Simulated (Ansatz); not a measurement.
Mulliken charges of `C[O][Sc]([Cl])[Cl]` from PBE/def2-TZVPP in Ansatz (PBE0-D4/def2-TZVP geometry).

```csv
atom,x (Å),y (Å),z (Å),charge (e)
C1,-0.455,-0.671,1.273,-0.122
O2,-0.030,-0.043,0.105,-0.437
Sc3,0.514,0.758,-1.434,0.802
Cl4,-0.099,-0.195,-3.438,-0.278
Cl5,1.783,2.673,-1.288,-0.277
H6,-1.103,-0.003,1.850,0.103
H7,0.404,-0.938,1.895,0.103
H8,-1.014,-1.582,1.037,0.106
```

Problem. By hand: the dipole of these point charges (1 e Å = 4.8032 D).

Solution. Σ q r = (-0.165, -0.242, 0.457) e Å, of length 0.543 e Å = 2.61 D.

Problem. How does the dipole of the full density compare? (Best estimate.)

Solution. Computed: (-0.216, -0.316, 0.604) e Å, 3.43 D; the point charges give 0.76 times that, at 0° from its direction.

Point charges leave out the atoms' own dipoles, such as those of lone pairs, and Mulliken's split depends on the basis, so the two needn't agree.
